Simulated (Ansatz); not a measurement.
Basis-set extrapolation for FH$_{3}$NOSi, SMILES `[NH][SiH](O)F` radical (PBE0-D4/def2-TZVP geometry, frozen core, Ansatz 0.2.0). Multiplicity 2, UHF reference.

|  | def2-TZVPP | def2-QZVPP |
| --- | --- | --- |
| HF | -519.655901 | -519.676887 |
| MP2 correlation | -0.774192 | -0.841935 |
| CCSD(T) correlation | -0.824517 | -0.889188 |

Energies in hartree. Use E(X) = E(∞) + A·exp(−7.88·√X) for Hartree–Fock and E(X) = E(∞) + B·X^(−2.97) for correlation, with X = 3 and 4.

What is the CCSD(T) energy at the basis-set limit?

HF limit: -519.676887 + (-0.020986) × 0.13774 = -519.67978. Correlation limit: -0.889188 + (-0.064671) × 0.74074 = -0.93709. Total: -520.61687 hartree, 85.6 kcal/mol below CCSD(T)/def2-TZVPP.
